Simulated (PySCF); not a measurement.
PySCF input file for C2H2O4, SMILES O=C(O)C(=O)O, TDDFT-PBE/def2-SVPD. Geometry: ωB97X-D3(BJ)/def2-SVP. One conformer was computed; it need not be the lowest.

```python
import numpy as np
from pyscf import gto, scf, dft, tdscf

mol = gto.M(
    atom='''
    O    -0.95927444   -1.47230374    0.00000000
    C     0.16173151   -0.75283402    0.00000000
    O     1.27261601   -1.20200089    0.00000000
    C    -0.16173151    0.75283402    0.00000000
    O     0.95927444    1.47230374    0.00000000
    O    -1.27261601    1.20200089    0.00000000
    H    -0.69378456   -2.40604913    0.00000000
    H     0.69378456    2.40604913    0.00000000
    ''',
    basis='def2-SVPD',
    charge=0,
    spin=0,
    symmetry=True,
    max_memory=1600,
    verbose=4,
)
mf = dft.RKS(mol, xc='pbe').density_fit(auxbasis='def2-universal-jkfit')
mf.grids.level = 3
mf.conv_tol = 1e-9
mf.max_cycle = 100
mf.kernel()
mf.grids = dft.Grids(mol).set(level=1).build(with_non0tab=True)  # coarser grid for the response kernel
td = tdscf.TDDFT(mf)
td.singlet = True
td.nstates = 10
td.conv_tol = 1e-4
td.positive_eig_threshold = 1e-6
td.kernel(x0=td.get_init_guess(mf, 15))
td.analyze()
tt = tdscf.TDA(mf)
tt.singlet = False
tt.nstates = 4
tt.conv_tol = 1e-4
tt.positive_eig_threshold = 1e-6
tt.kernel(x0=tt.get_init_guess(mf, 9))
tt.analyze(verbose=3)
```

Log of the run:

```
PySCF version 2.14.0

[INPUT] verbose = 4
[INPUT] num. atoms = 8
[INPUT] num. electrons = 46
[INPUT] charge = 0
[INPUT] spin (= nelec alpha-beta = 2S) = 0
[INPUT] symmetry True subgroup None
[INPUT] Mole.unit = angstrom
[INPUT] Symbol           X                Y                Z      unit          X                Y                Z       unit  Magmom
[INPUT]  1 O     -0.959274440000  -1.472303740000   0.000000000000 AA   -1.812765969896  -2.782250840773   0.000000000000 Bohr   0.0
[INPUT]  2 C      0.161731510000  -0.752834020000   0.000000000000 AA    0.305628259612  -1.422650115055   0.000000000000 Bohr   0.0
[INPUT]  3 O      1.272616010000  -1.202000890000   0.000000000000 AA    2.404895720637  -2.271452483583   0.000000000000 Bohr   0.0
[INPUT]  4 C     -0.161731510000   0.752834020000   0.000000000000 AA   -0.305628259612   1.422650115055   0.000000000000 Bohr   0.0
[INPUT]  5 O      0.959274440000   1.472303740000   0.000000000000 AA    1.812765969896   2.782250840773   0.000000000000 Bohr   0.0
[INPUT]  6 O     -1.272616010000   1.202000890000   0.000000000000 AA   -2.404895720637   2.271452483583   0.000000000000 Bohr   0.0
[INPUT]  7 H     -0.693784560000  -2.406049130000   0.000000000000 AA   -1.311062807852  -4.546773897948   0.000000000000 Bohr   0.0
[INPUT]  8 H      0.693784560000   2.406049130000   0.000000000000 AA    1.311062807852   4.546773897948   0.000000000000 Bohr   0.0

nuclear repulsion = 232.161066043751
point group symmetry = C2h
symmetry origin: [0. 0. 0.]
symmetry axis x: [1.00000000e+00 4.44000919e-10 0.00000000e+00]
symmetry axis y: [-4.44000919e-10  1.00000000e+00  0.00000000e+00]
symmetry axis z: [0. 0. 1.]
num. orbitals of irrep Ag = 52
num. orbitals of irrep Bg = 22
num. orbitals of irrep Au = 22
num. orbitals of irrep Bu = 52
number of shells = 60
number of NR pGTOs = 212
number of NR cGTOs = 148
basis = def2-SVPD
ecp = {}


[settings echo left out]
init E= -378.643181096813
HOMO (Ag) = -0.344040632739525  LUMO (Au) = -0.149865330825644  gap/eV = 5.28378
cycle= 1 E= -377.363331277564  delta_E= 1.28  |g|= 1.32  |ddm|= 3.86
HOMO (Ag) = -0.0972602490039374  LUMO (Au) = -0.0438797962580569  gap/eV = 1.45256
cycle= 2 E= -375.541722160266  delta_E= 1.82  |g|= 3.29  |ddm|= 5.34
HOMO (Ag) = -0.244108968828014  LUMO (Au) = -0.0985043883713325  gap/eV = 3.96210
cycle= 3 E= -377.601631517835  delta_E= -2.06  |g|= 0.68  |ddm|= 4.43
HOMO (Ag) = -0.240461192918923  LUMO (Au) = -0.113362006377796  gap/eV = 3.45855
cycle= 4 E= -377.682531539281  delta_E= -0.0809  |g|= 0.249  |ddm|= 0.889
HOMO (Ag) = -0.254870845925335  LUMO (Au) = -0.127919400894433  gap/eV = 3.45452
cycle= 5 E= -377.693477521836  delta_E= -0.0109  |g|= 0.0645  |ddm|= 0.283
HOMO (Ag) = -0.246109635215137  LUMO (Au) = -0.11854605374198  gap/eV = 3.47118
cycle= 6 E= -377.694495270888  delta_E= -0.00102  |g|= 0.00962  |ddm|= 0.0979
HOMO (Ag) = -0.246914224007249  LUMO (Au) = -0.119079543621039  gap/eV = 3.47856
cycle= 7 E= -377.694516400496  delta_E= -2.11e-05  |g|= 0.00108  |ddm|= 0.0148
HOMO (Ag) = -0.246955167252533  LUMO (Au) = -0.11909556002178  gap/eV = 3.47924
cycle= 8 E= -377.694516614624  delta_E= -2.14e-07  |g|= 0.000232  |ddm|= 0.00225
HOMO (Ag) = -0.246963369819845  LUMO (Au) = -0.119105000856821  gap/eV = 3.47920
cycle= 9 E= -377.69451662657  delta_E= -1.19e-08  |g|= 3.47e-05  |ddm|= 0.000503
HOMO (Ag) = -0.246961077015914  LUMO (Au) = -0.119102023100508  gap/eV = 3.47922
cycle= 10 E= -377.694516626815  delta_E= -2.45e-10  |g|= 7.54e-06  |ddm|= 5.41e-05
HOMO (Ag) = -0.246962445537636  LUMO (Au) = -0.119102893736805  gap/eV = 3.47924
Extra cycle  E= -377.694516626751  delta_E= 6.34e-11  |g|= 1.95e-05  |ddm|= 2.68e-05
converged SCF energy = -377.694516626751
tot grids = 36024
Overwritten attributes  positive_eig_threshold  of <class 'pyscf.tdscf.rks.CasidaTDDFT'>


******** <class 'pyscf.tdscf.rks.CasidaTDDFT'> for <class 'pyscf.df.df_jk.DFSymAdaptedRKS'> ********
nstates = 10 singlet
deg_eia_thresh = 1.000e-03
wfnsym = None
conv_tol = 0.0001
eigh lindep = 1e-12
eigh level_shift = 0
eigh max_cycle = 100


Excitation energies (eV)
[3.68017157 5.08520183 6.03850611 6.15899481 6.39370541 6.47892219
 7.01935125 7.1434661  7.77519748 7.81394498]

** Singlet excitation energies and oscillator strengths **
Excited State   1:   Au      3.68017 eV    336.90 nm  f=0.0000
      23 -> 24       -0.70696
Excited State   2:   Bg      5.08520 eV    243.81 nm  f=0.0000
      22 -> 24       -0.70649
Excited State   3:   Ag      6.03851 eV    205.32 nm  f=0.0000
      20 -> 27        0.12988
      21 -> 24        0.63859
      23 -> 26       -0.26352
Excited State   4:   Bu      6.15899 eV    201.31 nm  f=0.0593
      20 -> 24        0.43491
      23 -> 25        0.54870
Excited State   5:   Ag      6.39371 eV    193.92 nm  f=0.0000
      21 -> 24       -0.24538
      23 -> 26       -0.65335
Excited State   6:   Bu      6.47892 eV    191.37 nm  f=0.0889
      20 -> 24       -0.51076
      21 -> 27       -0.16453
      23 -> 25        0.44129
Excited State   7:   Au      7.01935 eV    176.63 nm  f=0.0001
      19 -> 24       -0.70552
Excited State   8:   Bg      7.14347 eV    173.56 nm  f=0.0000
      23 -> 27        0.70614
Excited State   9:   Ag      7.77520 eV    159.46 nm  f=0.0000
      22 -> 25        0.69846
Excited State  10:   Bu      7.81394 eV    158.67 nm  f=0.0573
      22 -> 26       -0.69565

** Transition electric dipole moments (AU) **
state          X           Y           Z        Dip. S.      Osc.
  1        -0.0000     -0.0000      0.0032      0.0000      0.0000
  2        -0.0000     -0.0000     -0.0000      0.0000      0.0000
  3        -0.0000      0.0000      0.0000      0.0000      0.0000
  4        -0.3529      0.5184      0.0000      0.3932      0.0593
  5         0.0000     -0.0000     -0.0000      0.0000      0.0000
  6         0.6450      0.3796     -0.0000      0.5601      0.0889
  7        -0.0000      0.0000      0.0247      0.0006      0.0001
  8         0.0000     -0.0000      0.0000      0.0000      0.0000
  9         0.0000     -0.0000      0.0000      0.0000      0.0000
 10        -0.3791     -0.3946      0.0000      0.2994      0.0573

** Transition velocity dipole moments (imaginary part, AU) **
state          X           Y           Z        Dip. S.      Osc.
  1        -0.0000     -0.0000      0.0017      0.0000      0.0000
  2        -0.0000     -0.0000     -0.0000      0.0000      0.0000
  3        -0.0000      0.0000      0.0000      0.0000      0.0000
  4        -0.0754      0.1160      0.0000      0.0191      0.0564
  5         0.0000     -0.0000     -0.0000      0.0000      0.0000
  6         0.1537      0.0879     -0.0000      0.0313      0.0877
  7        -0.0000      0.0000      0.0049      0.0000      0.0001
  8         0.0000      0.0000      0.0000      0.0000      0.0000
  9         0.0000     -0.0000      0.0000      0.0000      0.0000
 10        -0.1110     -0.1134      0.0000      0.0252      0.0585

** Transition magnetic dipole moments (imaginary part, AU) **
state          X           Y           Z
  1        -0.0000      0.0000      0.0000
  2        -0.6426      0.4838     -0.0000
  3        -0.0000      0.0000      0.2739
  4         0.0000     -0.0000     -0.0000
  5         0.0000     -0.0000      0.7570
  6        -0.0000      0.0000     -0.0000
  7         0.0000      0.0000      0.0000
  8         0.9895     -0.3723      0.0000
  9        -0.0000      0.0000     -0.3387
 10         0.0000     -0.0000     -0.0000
Overwritten attributes  positive_eig_threshold  of <class 'pyscf.tdscf.rks.TDA'>


******** <class 'pyscf.tdscf.rks.TDA'> for <class 'pyscf.df.df_jk.DFSymAdaptedRKS'> ********
nstates = 4 triplet
deg_eia_thresh = 1.000e-03
wfnsym = None
conv_tol = 0.0001
eigh lindep = 1e-12
eigh level_shift = 0
eigh max_cycle = 100


Excitation energies (eV)
[3.20736121 4.72548912 4.79749121 4.97551307]

** Triplet excitation energies and oscillator strengths **
Excited State   1:   Au      3.20736 eV    386.56 nm  f=0.0000
Excited State   2:   Bg      4.72549 eV    262.37 nm  f=0.0000
Excited State   3:   Ag      4.79749 eV    258.44 nm  f=0.0000
Excited State   4:   Bu      4.97551 eV    249.19 nm  f=0.0000
```

The calculation finished and met its thresholds.
